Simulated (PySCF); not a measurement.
## Magnetisability: SMILES [H]/P=C(/C)[SiH3], C2H7PSi

Geometry:
```tsv
atom	x (Å)	y (Å)	z (Å)
C1	1.621	-0.379	-0.212
C2	0.337	0.376	-0.008
Si3	-1.195	-0.643	0.370
P4	0.341	2.053	-0.134
H5	2.465	0.284	-0.460
H6	1.519	-1.120	-1.023
H7	1.888	-0.947	0.695
H8	-1.475	-1.575	-0.768
H9	-0.956	-1.483	1.587
H10	-2.377	0.238	0.595
H11	-1.049	2.290	0.135
```

Theory: GIAO BHandHLYP/MINI magnetisability, rotational g tensor and spin-rotation constants, non-relativistic, gas phase (PySCF). Geometry: PBE0-D3(BJ)/def2-SVP.

Problem. What are the magnetisability and the molar susceptibility?

Solution. Isotropic -1073 × 10⁻³⁰ J/T², or -64.6 × 10⁻⁶ cm³/mol; principal values -1191, -1089, -939 × 10⁻³⁰ J/T², anisotropy 219 × 10⁻³⁰ J/T² (root of half the summed squared differences of the principal values). The susceptibility is in cgs units.

Problem. Split it along the inertial axes a, b, c into diamagnetic and paramagnetic parts about the centre of mass, with the quadrupole moment.

Solution. 
```csv
axis,χ (10⁻⁶ cm³/mol),diamagnetic (10⁻⁶ cm³/mol),paramagnetic (10⁻⁶ cm³/mol),summed x² of all electrons (Å²),quadrupole Θ (D Å)
a,-65.5,-320.1,254.7,99.1,-4.43
b,-56.7,-483.7,427.0,60.6,+3.06
c,-71.7,-677.7,606.0,14.9,+1.37
```
Anisotropies 2χaa − χbb − χcc = -2.6 and 2χbb − χaa − χcc = +23.9 × 10⁻⁶ cm³/mol. Θ is traceless in Buckingham's convention.

Problem. And the rotational g tensor?

Solution. 
```
axis  rotational constant (GHz)        g  nuclear part  electronic part
   a                     6.0488  -0.0618        0.6619          -0.7237
   b                     3.0359  -0.0499        0.5592          -0.6091
   c                     2.0970  -0.0186        0.5784          -0.5970
```
Asymmetric top; isotopes 12C, 1H, 31P, 28Si; no vibrational averaging.
